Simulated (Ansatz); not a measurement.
Ideal-gas functions of BrF2H2NSi (`N[Si](F)(F)Br`) at 600 K and 1 bar, from an Ansatz frequency run at PBE0-D4/def2-TZVP.

Molar mass 162.01 g/mol, point group C1 (symmetry number 1), electronic degeneracy 1, moments of inertia 128.148, 327.405, 337.571 u Å². Harmonic wavenumbers (cm⁻¹, unscaled): 100, 181, 238, 252, 271, 321, 354, 473, 795, 859, 964, 993, 1572, 3627, 3729.

Use S(trans) = R[1.5 ln M + 2.5 ln T − 1.1517]; rotational temperatures θ = 24.2544 K / I; S(rot) = R[ln(√π/σ · √(T³/θAθBθC)) + 1.5]; for each mode x = 1.438777 ν̃/T, S = R[x/(eˣ − 1) − ln(1 − e⁻ˣ)] and H = RT x/(eˣ − 1); 1 cm⁻¹ = 0.0119627 kJ/mol; R = 8.31446 J/(mol·K).

Problem. By hand: the entropy, in J/(mol·K).

Solution. Translation 186.8. Rotation: θ = 0.1893, 0.0741, 0.0718 K, giving 125.7. Vibration, mode by mode: 20.21, 15.32, 13.09, 12.63, 12.04, 10.69, 9.92, 7.70, 4.10, 3.64, 2.98, 2.82, 0.93, 0.01, 0.01, in all 116.1. Electronic 0.0. Sum 428.6 J/(mol·K).

Problem. By hand: H − E and G − E in kJ/mol, counted from the electronic energy.

Solution. Zero-point energy ½ × 14729 × 0.0119627 = 88.1; thermal vibration 34.5; translation, rotation and pV give 4 RT = 20.0. H − E = 142.6 kJ/mol, and G − E = 142.6 − 600 × 428.6/1000 = -114.6 kJ/mol.

Vibration gives 27 % of the entropy, 20.2 J/(mol·K) of it from the mode under 150 cm⁻¹: soft modes count most, and the harmonic formula is weakest for them. The sum counts one conformer and one mirror image; others add a mixing term.
